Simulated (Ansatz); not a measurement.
The molecule CoTe, multiplicity 4 (lowest of 2S+1 = 2, 4, 6 at PBE0/def2-TZVPP; our sources give no spin for the ground state, which may be another). No spin–orbit coupling. Co is treated without relativity.

The constants come from a fifth-degree fit in 1/R (seven points, main isotopes). Runs in def2 and cc sets follow the lowest solution found near the PBE0 minimum.

Codes used: Ansatz (an electronic-structure program) with Gaussian orbitals.  In def2 rows elements past Kr take small-core potentials, without spin–orbit coupling.

Energies at SVWN5/def2-TZVPP:

```tsv
R (Å)	E (hartree)
2.170387	-1647.89301464
2.228731	-1647.89521199
2.282407	-1647.89520618
2.343085	-1647.89338198
2.403762	-1647.89008113
2.473775	-1647.88492235
2.555456	-1647.87764669
```

Q: With a reduced mass of 40.5413 u, find the minimum, the force constant and the constants.

A: A fifth-degree polynomial in 1/R puts the minimum at r_e = 2.2549 Å with force constant 259 N/m. Then ω_e = (1/2πc)√(k/μ) = 330 cm⁻¹ and B_e = h/(8π²cμr_e²) = 0.08178 cm⁻¹; the cubic and quartic terms give α_e = 0.00028 and ω_e x_e = 0.79 cm⁻¹.
